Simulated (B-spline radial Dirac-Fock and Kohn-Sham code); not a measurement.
# How the binding energies of Br⁺ add up

System: the Br⁺ ion, configuration [Ar] 3d10 4s2 4p4, inside a Watson sphere of charge -1 and radius 3 Å (a model of the Madelung potential; inside it an electron's potential energy is raised by 4.8 eV); nuclear rms radius 4.1629 fm (A = 79).

The computed values come from a radial finite-basis atomic code: Dirac-Fock (average of configuration) total-energy differences with a finite nucleus, the Breit interaction including its frequency dependence, and self-energy and vacuum-polarisation corrections. No correlation. Energies are counted from the vacuum level. Subshells whose hole state is unreliable or did not converge are left out.

All terms are in eV, carry their sign (relaxation lowers the binding energy) and add up to the binding energy; ⟨r⟩ is the mean radius of the orbital in the initial state.

```
  subshell  −ε (Koopmans)  relaxation   Gaunt  retardation    QED  binding energy  ⟨r⟩ (bohr)
    K (1s)        13572.1      -52.44  -21.62         1.49  -9.83         13489.7       0.043
   L1 (2s)         1833.1      -26.23   -1.58         0.06  -1.08          1804.3       0.189
L2 (2p1/2)         1644.5      -28.65   -2.98         0.32   0.12          1613.3       0.163
   M1 (3s)          284.0       -7.83   -0.15         0.00  -0.17           275.9       0.548
M2 (3p1/2)          216.7       -7.78   -0.33         0.04   0.02           208.7       0.555
M4 (3d3/2)          92.96       -7.84   -0.01        -0.01   0.02           85.12       0.583
M5 (3d5/2)          91.80       -7.76    0.04        -0.01   0.01           84.09       0.587
   N1 (4s)          32.75       -0.88   -0.01         0.00  -0.02           31.84       1.662
 N2,3 (4p)          17.66       -0.65   -0.01         0.00   0.00           17.00       1.982
```

For the deepest level, K (1s), the Breit terms make up -0.149 % of the binding energy, QED -0.073 % and orbital relaxation -0.389 %.

Spin-orbit splittings: 3d 1.03 eV.
